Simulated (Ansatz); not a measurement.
Consider the ligand exchange at the Si–S bond: `CSCS[SiH3]` + `B1CN1` → `[SiH3]N1BC1` + `CSCS`.

Isolated molecules relaxed with PBE0-D4/def2-TZVP in Ansatz; ΔE leaves out vibrations. CBS: MP2 limit from def2 TZ/QZ plus the TZ coupled-cluster correction, frozen cores. This one scheme is used for every species. Functionals use def2-TZVPP. B3LYP here is the variant with VWN-RPA as its local correlation; programs differ in this. Each species was taken in one conformer, which may not be the lowest.

| species | B3LYP-D4 energy (Eh) |
| --- | --- |
| `CSCS[SiH3]` | -1167.06464 |
| `B1CN1` | -120.13941 |
| `[SiH3]N1BC1` | -410.89783 |
| `CSCS` | -876.31141 |

(1) Work out ΔE.

Largest T1 diagnostic among the species: 0.013.

Results:

(1) ΔE = (-410.89783) + (-876.31141) − (-1167.06464) − (-120.13941) = -0.00519 Eh = -0.14 eV. CCSD(T)/CBS gives -0.13 eV.

From BLYP to BHLYP (50 % exact exchange), in def2-TZVPP and without D4, ΔE moves by −0.04 eV. The D4 term adds +0.08 eV with B3LYP and +0.04 eV with PBE0; it sums over pairs of atoms, weighted by their polarisabilities, and B3LYP, whose exchange is more repulsive, gets the larger term. Leaving LDA and LC-ωPBE aside and taking each functional with its dispersion term where it has one, the values, not all of them listed here, spread over 0.20 eV, from B2PLYP to PBE-D4. LDA lies +0.07 eV from PBE without D4.
